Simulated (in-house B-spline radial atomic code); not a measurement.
Cu. Computed with a B-spline radial atomic code. Model: non-relativistic spherical atom: semilocal Troullier-Martins pseudo-atom, one channel per l, against all electrons, high spin, G0W0 and RPA with empty states to l = 8, local potential for every l without a channel, a model core (radius 0 = none) keeps its share of the functional.

What the tables leave out is listed at the end.

The pseudopotential gives back the lowest level of each angular momentum of its own functional in the configuration it was made in; a second state of the same l is only approximately right. Exact exchange, RPA and GW see the smooth pseudo-orbitals and miss the exchange with the core, for which the functional's share stands in. The column with an uncorrelated core keeps all orbitals and exact exchange, and so separates missing core correlation from pseudisation. Only the three outermost levels and the lowest empty one were computed. RPA here is direct RPA, with no exchange kernel, and its energies carry an (l + 1/2)⁻⁴ tail. A hybrid on a potential with a model core restores only its own semilocal share of the core's exchange.

Command:
```bash
python run_psgw.py task.json out
```
Settings (lengths in bohr, energies in hartree):
```
Z                      29
electrons              29
configuration          [Ar] 3d10 4s1
generated_in           [Ar] 3d10 4s1
functional             pbe,pbe
core_shells            4
radius_factor          1.15
core_correction        False
ion_configuration      [Ar] 3d10
```

Cost of the run: 74 s on 1 thread of Arm Neoverse N1 (shared host).

Given: made with PBE; model core radius 0 bohr; local radius 1.016 bohr; mean-field start PBE.

Valence shells of the generating configuration: 3p, 3d, 4s.

Channel: s 2.674, p 0.723, d 2.084 (radii in bohr).

Computed: largest level miss in the spin-unpolarised generating configuration 0 eV; valence RPA correlation energy pseudo -1.2977 hartree; pseudo-atom RPA polarisability 33.219 bohr³; ionisation by mean-field all-electron 8.1439 eV; ionisation by mean-field pseudo minus all -0.013 eV; ionisation by RPA all-electron 8.0608 eV; ionisation by RPA pseudo minus all 0.981 eV.

```json
{"level": "4s up", "occupied": "1", "mean-field all-electron (eV)": "-4.828", "mean-field pseudo minus all (eV)": "0.011", "G0W0 all-electron (eV)": "-8.0409", "G0W0 uncorrelated core minus all (eV)": "-0.036", "G0W0 pseudo minus all (eV)": "-0.583", "exchange self-energy all-electron (eV)": "-10.818", "exchange self-energy pseudo (eV)": "-11.38"}
{"level": "4s down (empty)", "occupied": "0", "mean-field all-electron (eV)": "-3.8862", "mean-field pseudo minus all (eV)": "-0.025", "G0W0 all-electron (eV)": "-1.3963", "G0W0 uncorrelated core minus all (eV)": "-0.037", "G0W0 pseudo minus all (eV)": "-0.642", "exchange self-energy all-electron (eV)": "-2.4098", "exchange self-energy pseudo (eV)": "-3.0568"}
```

Q: What is the all-electron RPA polarisability, core included?

A: 33.115 bohr³.

Q: What is the valence RPA correlation energy all-electron orbitals?

A: -1.2921 hartree.

Given: mean-field start PBE0.

Computed: valence RPA correlation energy all-electron orbitals -1.2206 hartree; valence RPA correlation energy pseudo -1.242 hartree; all-electron RPA polarisability, core included 28.821 bohr³; pseudo-atom RPA polarisability 26.368 bohr³; ionisation by mean-field all-electron 7.7474 eV; ionisation by RPA all-electron 7.9169 eV.

| level | occupied | mean-field all-electron (eV) | mean-field pseudo minus all (eV) | G0W0 all-electron (eV) | G0W0 uncorrelated core minus all (eV) | G0W0 pseudo minus all (eV) | exchange self-energy all-electron (eV) | exchange self-energy pseudo (eV) |
| --- | --- | --- | --- | --- | --- | --- | --- | --- |
| 4s up | 1 | -5.3671 | -0.271 | -7.8448 | -0.038 | -0.748 | -10.454 | -11.737 |
| 4s down (empty) | 0 | -2.6753 | -0.232 | -1.045 | -0.033 | -0.589 | -2.0007 | -2.9237 |

Q: What is the ionisation by RPA pseudo minus all?

A: 1.054 eV.

Q: What is the ionisation by mean-field pseudo minus all?

A: 0.342 eV.

Given: mean-field start Hartree-Fock.

Computed: valence RPA correlation energy all-electron orbitals -1.0636 hartree; all-electron RPA polarisability, core included 25.07 bohr³; pseudo-atom RPA polarisability 16.159 bohr³; ionisation by mean-field all-electron 6.422 eV; ionisation by mean-field pseudo minus all 1.343 eV; ionisation by RPA all-electron 7.4769 eV.

| level | occupied | mean-field all-electron (eV) | mean-field pseudo minus all (eV) | G0W0 all-electron (eV) | G0W0 uncorrelated core minus all (eV) | G0W0 pseudo minus all (eV) | exchange self-energy all-electron (eV) | exchange self-energy pseudo (eV) |
| --- | --- | --- | --- | --- | --- | --- | --- | --- |
| 4s up | 1 | -6.5206 | -1.497 | -7.3843 | -0.027 | -1.257 | -9.1085 | -12.973 |
| 3d down | 1 | -13.424 | 1.978 | -11.159 | 0.101 | 1.217 | -47.128 | -36.426 |
| 3d up | 1 | -13.308 | 1.584 | -11.165 | 0.1 | 0.956 | -46.482 | -36.363 |

Q: What is the valence RPA correlation energy pseudo?

A: -1.118 hartree.

Q: What is the ionisation by RPA pseudo minus all?

A: 1.241 eV.

Among the listed levels the largest G0W0 shift of the pseudo-atom is -1.26 eV, for 4s up on the Hartree-Fock start, while leaving the core uncorrelated moves that level by -0.03 eV. So pseudisation and the lost core exchange, not the missing core correlation, make the error. Not in the tables (levels of low weight, unsolved or above zero; the highest and the empty levels are kept at any weight): on PBE the G0W0 levels 3d down (pseudo minus all +1.59 eV, weights 0.53 and 0.02), 3d up (pseudo minus all +1.54 eV, weights 0.52 and 0.01); on PBE0 the G0W0 levels 3d down (pseudo minus all +1.24 eV, weights 0.71 and 0.70), 3d up (pseudo minus all +1.24 eV, weights 0.66 and 0.51).
